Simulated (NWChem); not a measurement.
System: C₂H₈Sn; SMILES [CH3][SnH2][CH3]

Results from NWChem. The geometry was optimised at PBE0/def2-SVP. def2 effective core potentials on Sn; no spin-orbit coupling. Level MN15/def2-SVP: energy and gradient on several grids; changes count from the extra-fine grid, which is no exact limit either.

### Question
Which is the coarsest grid (coarse; xcoarse; xfine; medium; fine) from which on the energy stays within 50 μHa and each gradient component within 100 μHa/bohr of xfine?

### Answer
fine.
```tsv
grid	size of the energy change (μHa)	largest change of a gradient component (μHa/bohr)	time, medium = 1 (rough)
xcoarse	20000	3000	about 1
coarse	200	1000	about 1
medium	< 10	300	about 1
fine	< 10	30	about 1
xfine	< 10	< 30	2
```
